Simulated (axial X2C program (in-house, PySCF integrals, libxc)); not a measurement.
## NaPt⁺: from the spin-free to the two-component result

Computed with an axial X2C code built on PySCF integrals. Spin-free means the one-electron spin-free X2C Hamiltonian; two-component (2c) means X2C with spin–orbit coupling and atomic mean-field two-electron Coulomb and Gaunt terms, so the difference of the two also holds small scalar two-electron terms. Basis: Pt dyall-v3z [13s14p9d6f2g], Na dyall-v3z [9s8p4d2f] (cores contracted in-house); Gaussian nuclei, density fitting, unrestricted open shells. Masses: Pt 194.965 u, Na 22.990 u.

Spin-free state: M_S = 1, Λ = 2 (beyond evenly filled blocks: σα, δ+α, δ+β, δ-α); fragments Pt + Na+.

```json
{"level": "PBE0", "Re (Å)": "2.916", "ωe (cm⁻¹)": "148.0", "De (eV)": "0.502", "μ (D)": "9.30"}
{"level": "HF", "Re (Å)": "3.032", "ωe (cm⁻¹)": "127.2", "De (eV)": "0.522", "μ (D)": "9.54"}
{"level": "MP2", "Re (Å)": "2.889", "ωe (cm⁻¹)": "150.8", "De (eV)": "0.524", "μ (D)": "n/a"}
{"level": "PW91", "Re (Å)": "2.915", "ωe (cm⁻¹)": "150.7", "De (eV)": "0.525", "μ (D)": "9.21"}
{"level": "LDA", "Re (Å)": "2.833", "ωe (cm⁻¹)": "157.9", "De (eV)": "0.589", "μ (D)": "8.95"}
```

Correlated methods: 18 electrons correlated (number of frozen shells: Pt 5 s, 4 p, 2 d, 1 f; Na 1 s), 294 virtual spin orbitals or spinors in MP2.

Dipoles are positive if Na is the positive end and refer to the centre of mass.

Two-component determinant lowest at the distance of the search:

Ω = 3 (⟨Sz⟩ = 0.99, ⟨Lz⟩ = 2.01 at HF); fragments Pt + Na+.

| level | Re (Å) | ωe (cm⁻¹) | De (eV) | μ (D) |
| --- | --- | --- | --- | --- |
| PBE0 | 2.916 | 150.9 | 0.678 | 9.24 |
| HF | 3.024 | 129.8 | 0.603 | 9.49 |
| MP2 | 2.885 | 155.3 | 0.590 | n/a |
| PW91 | 2.919 | 152.4 | 0.726 | 9.16 |
| LDA | 2.837 | 160.7 | 0.694 | 8.89 |

(1) From the two tables, how do the constants change at the MP2 level (2c against spin-free)?

The state is one determinant whose occupation by symmetry is held fixed; it was picked as the lowest of a PBE0 search that is not exhaustive. Dissociation energies refer to the lowest single-determinant-based atoms at the same level and basis. Density functionals use the spin component along the axis (collinear). Other states lie close and PBE0, whose exact exchange favours high spin, may order them wrongly; the determinant shown need not be the ground state. The nearest other spin-free determinant of the search, M_S = 1, Λ = 1, lies 0.13 eV up at the distance of the search. Without a current term, density functionals place determinants with orbital angular momentum somewhat too high. The atomic limit has a lower orbital projection than the molecule and lies lower at mean-field level, so De may be about a tenth of an eV too small. With several unpaired electrons one determinant need not be a pure state. At some level and bond length an empty orbital lies below a filled one.

Results:

(1) At the MP2 level Re falls by 0.004 Å and ωe increases by 4.5 cm⁻¹; De changes by 0.066 eV.
